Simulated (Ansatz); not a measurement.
Reaction (dimerisation): 2 `[NH2][InH2]` → `[NH2+]1[InH2-][NH2+][InH2-]1`

Gas-phase electronic energies from Ansatz, PBE0-D4/def2-TZVP geometries. CBS: MP2 limit from def2 TZ/QZ plus the TZ coupled-cluster correction, frozen cores. DFT in def2-TZVPP. HSE06 is defined as in plane-wave codes. Elements past krypton have def2 core potentials. For In outer-core shells are correlated without core-valence functions, which leaves a few kJ/mol of doubt a bond.

`[NH2][InH2]`:

```xyz
6

N     0.506   -0.108   -0.920
In   -0.456    0.098    0.830
H     0.393    0.509   -1.706
H     1.161   -0.845   -1.124
H    -0.085   -1.092    2.004
H    -1.519    1.437    0.917
```

`[NH2+]1[InH2-][NH2+][InH2-]1`:

Cartesian coordinates in Å:
```
N -0.907 -0.945 0.677
In -0.757 -0.306 -1.442
N 0.907 0.946 -0.677
In 0.757 0.306 1.442
H -0.760 -1.939 0.810
H -1.802 -0.730 1.101
H -2.091 0.723 -1.792
H -0.085 -1.602 -2.352
H 0.759 1.939 -0.810
H 1.802 0.731 -1.101
H 2.091 -0.724 1.791
H 0.086 1.602 2.353
```

CCSD(T)/CBS gives -236.6 kJ/mol.

**Question.** Another level gave -224.1 kJ/mol. Which?
A. HSE06-D4/def2-TZVPP
B. LDA (SPW92)/def2-TZVPP
C. r2SCANh-D4/def2-TZVPP
D. BLYP-D4/def2-TZVPP

**Answer.** C. r2SCANh-D4 -224.1, LDA (SPW92) -233.6, BLYP-D4 -194.6, HSE06-D4 -217.8 kJ/mol.

Largest T1 diagnostic among the species: 0.016.

Leaving LDA and LC-ωPBE aside and taking each functional with its dispersion term where it has one, the values, not all of them listed here, spread over 33.4 kJ/mol, from PBE-QIDH to BLYP-D4. LDA lies −41.9 kJ/mol from PBE without D4. The D4 term adds −22.5 kJ/mol with B3LYP and −12.2 kJ/mol with PBE0; it sums over pairs of atoms, weighted by their polarisabilities, and B3LYP, whose exchange is more repulsive, gets the larger term. At CCSD(T), def2-SVP lies −20.6 kJ/mol from the extrapolated value and def2-TZVPP +6.4 kJ/mol.

B3LYP here is the variant with VWN-RPA as its local correlation; programs differ in this.
